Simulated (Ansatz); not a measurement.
Consider the hydrogenolysis of a Ge–O bond: `[SiH3][O][Ge][O][SiH3]` + H₂ → `[SiH3][O][GeH]` + silanol.

Program: Ansatz. Geometries: PBE0-D4/def2-TZVP. ΔE: electronic, gas phase. CBS: MP2 limit from def2 TZ/QZ plus the TZ coupled-cluster correction, frozen cores. This one scheme is used for every species. DFT in def2-TZVPP. B3LYP here is the variant with VWN-RPA as its local correlation; programs differ in this. HSE06 is defined as in plane-wave codes. For Ge outer-core shells are correlated without core-valence functions, which leaves a few kJ/mol of doubt a bond. Scalar relativity is left out up to krypton. One conformer a species, not always the lowest.

Task: Is it downhill or uphill in electronic energy at CCSD(T)/CBS, and by how much? (An estimate is asked.)

Result: The calculation gave: Uphill: ΔE = +27.9 kcal/mol.

Task: What do these levels give: B97M-V, PBE0-D4, ωB97M-V, r2SCAN, PBE0, B3LYP, HSE06, MP2/def2-SVP, SCS-MP2/def2-TZVPP, CCSD(T)/def2-TZVPP, SCS-MP2/def2-QZVPP, MP2/CBS(def2)? (Estimate.)

Result: Ansatz gave: B97M-V 26.2, PBE0-D4 26.1, ωB97M-V 27.3, r2SCAN 28.2, PBE0 24.2, B3LYP 25.1, HSE06 24.2, MP2/def2-SVP 29.4, SCS-MP2/def2-TZVPP 28.4, CCSD(T)/def2-TZVPP 27.4, SCS-MP2/def2-QZVPP 28.6, MP2/CBS(def2) 30.3 kcal/mol.

Largest T1 diagnostic among the species: 0.014.

Leaving LDA and LC-ωPBE aside and taking each functional with its dispersion term where it has one, the values, not all of them listed here, spread over 3.8 kcal/mol, from HSE06-D4 to BLYP-D4. LDA lies +1.4 kcal/mol from PBE without D4. From PBE to PBE0 (25 % exact exchange), in def2-TZVPP and without D4, ΔE moves by −1.0 kcal/mol. The D4 term adds +3.4 kcal/mol with B3LYP and +1.9 kcal/mol with PBE0; it sums over pairs of atoms, weighted by their polarisabilities, and B3LYP, whose exchange is more repulsive, gets the larger term.
